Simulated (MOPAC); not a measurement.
Job for MOPAC: PM6 on FH3SiSn (SMILES [F][Sn][SiH3]), a point of a torsion scan.

```
PM6 1SCF PRECISE CHARGE=0 THREADS=1
FH3SiSn

F      2.66571653 1     0.70335841 1    -0.20468239 1
Sn     1.75665394 1    -1.09278414 1     0.22835106 1
Si    -0.64844820 1    -0.04618162 1     0.04362534 1
H     -1.32850344 1    -0.31214955 1    -1.24953524 1
H     -0.74262541 1     1.41881037 1     0.18832339 1
H     -1.65683474 1    -0.53795763 1     1.01758424 1
```

Output:

```
*******************************************************************************
 **                                                                           **
 **                              MOPAC v23.2.5                                **
 **                                                                           **
 *******************************************************************************
 ** MOPAC's Digital Object Identifier: https://doi.org/10.5281/zenodo.6511958 **
 **                                                                           **
 ** Please cite the open-source release paper for use of this MOPAC version:  **
 ** J. E. Moussa and J. J. P. Stewart (2026)                                  **
 ** MOPAC: An open-source semiempirical molecular orbital program             **
 ** J. Open Source Softw., 11(119), 8025, https://doi.org/10.21105/joss.08025 **
 *******************************************************************************

                              PM6 CALCULATION RESULTS

 *******************************************************************************
 *  PM6        - The PM6 Hamiltonian to be used
 *
 *
 *
 *                 CHARGE ON SYSTEM = 0
 *
 *
 *
 *  PRECISE    - TIGHTER CRITERIA TO BE USED
 *  1SCF       - DO 1 SCF AND THEN STOP
 *  THREADS=1  - MULTI-THREADING NOT USED
 *  T=         - A TIME OF 172800.0 SECONDS REQUESTED
 *  DUMP=N     - RESTART FILE WRITTEN EVERY 7200.0 SECONDS REQUESTED
 *******************************************************************************
PM6 1SCF PRECISE CHARGE=0 THREADS=1
 FH3SiSn

   ATOM   CHEMICAL          X               Y               Z
  NUMBER   SYMBOL      (ANGSTROMS)     (ANGSTROMS)     (ANGSTROMS)

     1       F          2.66571653  *   0.70335841  *  -0.20468239  *
     2      Sn          1.75665394  *  -1.09278414  *   0.22835106  *
     3      Si         -0.64844820  *  -0.04618162  *   0.04362534  *
     4       H         -1.32850344  *  -0.31214955  *  -1.24953524  *
     5       H         -0.74262541  *   1.41881037  *   0.18832339  *
     6       H         -1.65683474  *  -0.53795763  *   1.01758424  *



          CARTESIAN COORDINATES

    NO.       ATOM           X           Y           Z

     1         F          2.6657      0.7034     -0.2047
     2        Sn          1.7567     -1.0928      0.2284
     3        Si         -0.6484     -0.0462      0.0436
     4         H         -1.3285     -0.3121     -1.2495
     5         H         -0.7426      1.4188      0.1883
     6         H         -1.6568     -0.5380      1.0176

 General Reference for PM6:
 "Optimization of Parameters for Semiempirical Methods V: Modification of NDDO Approximations
 and Application to 70 Elements", J. J. P. Stewart, J. Mol. Mod., 13, 1173-1213 (2007)
 URL: https://link.springer.com/article/10.1007/s00894-007-0233-4

           Empirical Formula: H3 F Sn Si  =     6 atoms



      MOLECULAR POINT GROUP   :   C1


      RHF CALCULATION, NO. OF DOUBLY OCCUPIED LEVELS = 9


 -------------------------------------------------------------------------------
 PM6 1SCF PRECISE CHARGE=0 THREADS=1
 FH3SiSn



     1SCF WAS SPECIFIED, SO BFGS WAS NOT USED
     SCF FIELD WAS ACHIEVED


                              PM6 CALCULATION
                                                       MOPAC v23.2.5 Linux




          FINAL HEAT OF FORMATION =        -16.50289 KCAL/MOL =     -69.04808 KJ/MOL


          COSMO AREA              =        130.71 SQUARE ANGSTROMS
          COSMO VOLUME            =        125.90 CUBIC ANGSTROMS

          IONIZATION POTENTIAL    =          8.341467 EV
          HOMO LUMO ENERGIES (EV) =         -8.341 -1.916
          NO. OF FILLED LEVELS    =          9
          MOLECULAR WEIGHT        =        168.7976         POINT GROUP:  C1

          MOLECULAR DIMENSIONS (Angstroms)

            Atom       Atom       Distance
            H     6    F     1     4.66039
           Sn     2    H     5     3.14181
            H     4    F     1     2.04383


          SCF CALCULATIONS        =          1





   ATOM   CHEMICAL          X               Y               Z
  NUMBER   SYMBOL      (ANGSTROMS)     (ANGSTROMS)     (ANGSTROMS)

     1       F          2.66571653  *   0.70335841  *  -0.20468239  *
     2      Sn          1.75665394  *  -1.09278414  *   0.22835106  *
     3      Si         -0.64844820  *  -0.04618162  *   0.04362534  *
     4       H         -1.32850344  *  -0.31214955  *  -1.24953524  *
     5       H         -0.74262541  *   1.41881037  *   0.18832339  *
     6       H         -1.65683474  *  -0.53795763  *   1.01758424  *

                             CARTESIAN COORDINATES

   1    F        2.665716530     0.703358410    -0.204682390
   2   Sn        1.756653940    -1.092784140     0.228351060
   3   Si       -0.648448200    -0.046181620     0.043625340
   4    H       -1.328503440    -0.312149550    -1.249535240
   5    H       -0.742625410     1.418810370     0.188323390
   6    H       -1.656834740    -0.537957630     1.017584240


           Empirical Formula: H3 F Sn Si  =     6 atoms



      MOLECULAR POINT GROUP   :   C1


                  EIGENVALUES
 -37.29650 -19.48870 -14.91592 -14.03293 -13.88901 -11.96249 -11.86582 -11.47286
  -8.34147  -1.91606  -0.22669  -0.12045   0.53445   0.92142   1.71212   1.76102
   1.79371   3.25897   4.42243   4.54326


              NET ATOMIC CHARGES AND DIPOLE CONTRIBUTIONS

  ATOM NO.   TYPE          CHARGE      No. of ELECS.   s-Pop       p-Pop       d-Pop
    1          F          -0.519544        7.5195     1.98276     5.53679
    2         Sn           0.704178        3.2958     1.84819     1.44764
    3         Si          -0.137046        4.1370     1.33028     2.41885     0.38791
    4          H          -0.015779        1.0158     1.01578
    5          H          -0.013121        1.0131     1.01312
    6          H          -0.018688        1.0187     1.01869
 DIPOLE           X         Y         Z       TOTAL
 POINT-CHG.     0.012    -5.438     1.246     5.579
 HYBRID        -1.076     2.775    -0.582     3.032
 SUM           -1.064    -2.664     0.664     2.944


          ATOMIC ORBITAL ELECTRON POPULATIONS

     Atom    s        px        py        pz      x^2-y^2     xz        z^2       yz        xy
    1  F   1.98276   1.91323   1.67171   1.95185
    2 Sn   1.84819   0.73189   0.64835   0.06739
    3 Si   1.33028   0.87852   0.78514   0.75519   0.10802   0.10714   0.09136   0.03549   0.04590
    4  H   1.01578
    5  H   1.01312
    6  H   1.01869

 **********************
 *                    *
 * JOB ENDED NORMALLY *
 *                    *
 **********************




 == MOPAC DONE ==
```

The run finished.

Cost: roughly 0.020 core-seconds.
